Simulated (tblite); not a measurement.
Compound: C₇H₈O.
Cartesian coordinates in Å at the GFN2-xTB level; atoms count from 1:
```
atom  x, y, z in Å
C1    -2.3224    0.1729   -0.9435
C2    -1.3526    0.3936    0.2192
C3    -0.3813    1.4764   -0.1028
C4     0.9428    1.3193   -0.1973
C5     1.5977    0.0958    0.0088
C6     2.1630   -0.9626    0.1757
C7     2.8353   -2.1964    0.3776
O8     4.0250   -2.3733    0.2992
H9    -2.8520    1.0929   -1.1818
H10   -3.0526   -0.5897   -0.6858
H11   -1.7810   -0.1528   -1.8286
H12   -1.9245    0.6846    1.1055
H13   -0.8197   -0.5327    0.4401
H14   -0.8107    2.4517   -0.2909
H15    1.5855    2.1548   -0.4445
H16    2.1398   -3.0254    0.6284
```

Computed values, GFN2-xTB/tblite, gas phase, harmonic and unscaled. Errors from tens to a few hundred cm⁻¹ against measured bands are possible. One conformer, not necessarily the lowest.

Harmonic wavenumbers (cm⁻¹): 25.6, 45.2, 79.3, 132.0, 149.2, 211.4, 244.4, 319.2, 345.2, 503.7, 535.4, 655.6, 778.8, 799.1, 834.2, 895.5, 912.8, 930.7, 1062.7, 1078.1, 1105.8, 1191.3, 1226.5, 1242.1, 1300.2, 1359.4, 1371.0, 1409.3, 1469.0, 1497.9, 1502.8, 1645.8, 1730.0, 2292.8, 2725.5, 2950.7, 2997.0, 3034.9, 3040.5, 3045.4, 3045.9, 3066.6.

A = 5059, B = 788.1, C = 706.5 MHz; mass 108.058 u (most abundant isotopes); point group C1, symmetry number 1.

Q: What is the zero-point energy?

A: Half the sum of the wavenumbers: 27394 cm⁻¹ = 78.32 kcal/mol.

Q: What is S at 273.15 K and 1 bar for an ideal gas of classical rigid rotors and harmonic oscillators?

A: Translation 39.54, rotation 28.86, vibration 27.87: S = 96.3 cal/(mol K).

Q: And Cp and H(273.15 K) − H(0)?

A: Cp = 31.60 cal/(mol K), of which vibrations give 23.65 (their classical limit is 42 R = 83.5); H(273.15 K) − H(0) = 5.79 kcal/mol without the zero-point energy, 3.62 from vibrations.

Q: Blend soft modes into free rotors: weight 1/[1 + (100 cm⁻¹/ν̃)⁴] for the oscillator and the rest for a rotor with moment μB/(μ + B), μ = h/(8π²ν), B = 10⁻⁴⁴ kg m². What vibrational entropy results?

A: 24.20 cal/(mol K) in place of 27.87, which changes −T·S at 273.15 K by +1.00 kcal/mol.

Q: Which modes carry the vibrational entropy at 273.15 K?

A: 25.6 cm⁻¹: 5.97; 45.2 cm⁻¹: 4.84; 79.3 cm⁻¹: 3.74; 132.0 cm⁻¹: 2.75; 149.2 cm⁻¹: 2.52; 211.4 cm⁻¹: 1.87 cal/(mol K); the other 36 give 6.18 together.

Hindered rotation and anharmonicity are outside this model. Other conformers, if any are populated, would add a mixing term that is left out. The structure is chiral; the term R ln 2 for an equal mix with its mirror image is left out.
